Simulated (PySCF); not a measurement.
## Mo⁴¹⁺: ionisation energy

Mo⁴¹⁺ 1s1 [1s1/2^1, M_J = 1/2] → Mo⁴²⁺ (bare nucleus), as a difference of total energies. Computed with PySCF 2.14 in an uncontracted even-tempered set (15 s from 81 bohr⁻², ratio 2.4; 10 p from 100 bohr⁻², ratio 2.4; 3 d from 320 bohr⁻², ratio 2.6; 3 f from 480 bohr⁻², ratio 2.6), with the two-component X2C-1e Hamiltonian. "Screened" scales the spin-orbit matrix elements by Boettger's factors to mimic the two-electron term; Breit and QED terms are absent.

| method | ionisation energy (eV) |
| --- | --- |
| GHF (screened spin-orbit) | 24591.5 |
| GHF (bare spin-orbit) | 24591.5 |

For one electron Hartree-Fock is exact for this Hamiltonian up to the basis; QED and nuclear recoil make up the gap, and the density functionals add self-interaction.

For comparison: 24572.2 eV (theoretical estimate listed by NIST; NIST Atomic Spectra Database, ionization energies).
